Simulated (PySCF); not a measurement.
SMILES O[SiH2][SiH2]c1ccccc1 (C₆H₁₀OSi₂), GFN2-xTB optimised geometry.

```
19

O     -3.59    -2.71    -0.35
Si    -2.82    -1.28    -0.19
Si    -0.55    -1.60     0.00
C      0.40     0.03     0.00
C     -0.26     1.26     0.00
C      0.45     2.45     0.00
C      1.84     2.43     0.00
C      2.51     1.21     0.00
C      1.79     0.03     0.00
H     -3.55    -3.39     0.31
H     -3.41    -0.57     0.96
H     -3.28    -0.62    -1.41
H      0.04    -2.43    -1.06
H     -0.16    -2.31     1.25
H     -1.34     1.29     0.00
H     -0.07     3.39     0.00
H      2.40     3.35     0.00
H      3.59     1.19     0.00
H      2.31    -0.91     0.00
```

Density from PySCF with PBE/def2-SVP at that geometry.

Minimum of the electron density along straight lines between bonded atoms, close to the bond critical point (lines longer than 1.1 times the sum of covalent radii, or with two minima, are not listed):

```csv
bond,length / Å,ρ at the minimum / e bohr⁻³,∇²ρ there / e bohr⁻⁵,position (fraction from the first atom)
O1–Si2,1.631,…,1.04,0.59
Si3–C4,1.888,0.111,0.33,0.38
C4–C5,1.391,0.304,-0.73,0.50
C5–C6,1.384,0.310,-0.77,0.50
C6–C7,1.384,0.309,-0.77,0.50
C7–C8,1.385,0.309,-0.77,0.50
C4–C9,1.391,0.304,-0.73,0.50
C8–C9,1.383,0.310,-0.77,0.50
O1–H10,0.952,…,…,0.81
Si2–H11,1.473,0.115,0.30,0.49
Si2–H12,1.460,0.118,0.32,0.49
Si3–H13,1.475,0.113,0.30,0.49
Si3–H14,1.480,0.112,0.30,0.49
C5–H15,1.082,0.280,-1.03,0.63
C6–H16,1.081,0.280,-1.05,0.63
C7–H17,1.080,0.281,-1.05,0.63
C8–H18,1.081,0.281,-1.05,0.63
C9–H19,1.081,0.281,-1.05,0.63
```

Task: Complete the blanks.

Result: 
- O1–Si2, ρ at the minimum / e bohr⁻³: 0.127
- O1–H10, ρ at the minimum / e bohr⁻³: 0.358
- O1–H10, ∇²ρ there / e bohr⁻⁵: -2.39
